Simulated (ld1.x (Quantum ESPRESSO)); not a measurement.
Reading a pseudo-wave (europium (Eu))

Columns: radius, all-electron u(r) and pseudo u(r) of the 5s shell (level -48.22 eV) of europium in the configuration [Kr] 4d10 4f6 5s2 5p6 5d1 6s2 6p0; PBE, scalar-relativistic, PAW scheme, ld1.x (Quantum ESPRESSO) 7.5.

| r (bohr) | all-electron | pseudo |
| --- | --- | --- |
| 0.173 | 0.3617 | 0.2131 |
| 0.345 | -0.3243 | 0.4109 |
| 0.518 | -0.4729 | 0.5832 |
| 0.690 | 0.0782 | 0.7178 |
| 0.862 | 0.6197 | 0.8093 |
| 1.035 | 0.9264 | 0.8552 |
| 1.208 | 1.0181 | 0.8564 |
| 1.380 | 0.9736 | 0.8183 |
| 1.553 | 0.8596 | 0.7487 |
| 1.725 | 0.7224 | 0.6584 |
| 1.898 | 0.5862 | 0.5568 |
| 2.070 | 0.4650 | 0.4550 |
| 2.242 | 0.3626 | 0.3606 |
| 2.415 | 0.2787 | 0.2787 |
| 2.588 | 0.2122 | 0.2122 |
| 2.760 | 0.1606 | 0.1606 |
| 2.932 | 0.1209 | 0.1209 |
| 3.105 | 0.0904 | 0.0904 |
| 3.278 | 0.0674 | 0.0674 |
| 3.450 | 0.0502 | 0.0502 |
| 3.623 | 0.0372 | 0.0372 |
| 3.795 | 0.0276 | 0.0276 |
| 3.968 | 0.0204 | 0.0204 |
| 4.140 | 0.0150 | 0.0150 |
| 4.312 | 0.0111 | 0.0111 |
| 4.485 | 0.0081 | 0.0081 |

Question: How many radial nodes do the two functions have?

Answer: The all-electron 5s function has n − l − 1 = 4 (the table is too coarse to show those close to the nucleus); the pseudo-wave has 0, since the states of the same l below it are removed with the core.

Question: At about which radius was the pseudo-wave matched?

Answer: 2.65 bohr. The columns agree to 0.0005 from 2.42 bohr on; several derivatives are matched, so the curves merge somewhat inside the radius.

Question: Is the pseudo-wave norm-conserving?

Answer: No, it belongs to a PAW set: the norm inside the radius is not constrained, and the difference is carried by the augmentation charge.
